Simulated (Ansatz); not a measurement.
A run for Ansatz (a program for electronic structure): U-B3LYP/cc-pVTZ on BFGeH4 (SMILES F[BH][GeH3]), a point of a bond scan (R = 1.985 Å).

Ansatz 0.2 input:
```yaml
crystal:
  periodic: [false, false, false]
  atoms:
    - {symbol: B, position_ang: [0.46769721, -1.26888638, -0.23111118]}
    - {symbol: F, position_ang: [-0.86767020, -2.66544406, 0.22183297]}
    - {symbol: Ge, position_ang: [0.00616065, 0.74780905, 0.02847255]}
    - {symbol: H, position_ang: [0.13636752, 1.48871861, -1.31738345]}
    - {symbol: H, position_ang: [-1.41069293, 0.98372387, 0.57986645]}
    - {symbol: H, position_ang: [1.02005387, 1.39342996, 0.99409325]}
    - {symbol: H, position_ang: [1.52157430, -1.65200678, -0.64980621]}
basis:
  gaussian:
    orbitals: cc-pVTZ
hamiltonian:
  xc: {name: B3LYP}
magnetization: {spin_polarized: true, initial_magnetization: 0}
```

The log:

```
WARN ansatz: RAYON_NUM_THREADS=1 ignored (pool sized by the plan → 1); use --threads N
Functional definition: B3LYP
integrals: 0.07 GiB planned
1012 factors; their error is unknown
mean field: 0.86 GiB planned
mean field evaluation 1: about -59974.9988 eV, gradient 3.0e1 eV
mean field evaluation 2: about -59902.5081 eV, gradient 1.3e2 eV
mean field evaluation 4: about -59977.8702 eV, gradient 4.6e0 eV
mean field evaluation 8: about -59978.0891 eV, gradient 2.6e-1 eV
mean field evaluation 16: about -59978.0893 eV, gradient 3.2e-5 eV
mean field -59978.08928892 eV, -2204.1541267586 hartree, gradient 3.2e-5 eV, S^2 0.000000; 0 other end points of the search recorded, 0 dependent functions left out
reference -59978.08953891 eV, -2204.1541359457 hartree; 25, 25 occupied and 134, 134 virtual orbitals, 1012 factors
Total energy: -59978.08953891 eV, -2204.1541359457 hartree
```

The calculation finished and met its thresholds.

Cost: around 4 core-seconds (rough).
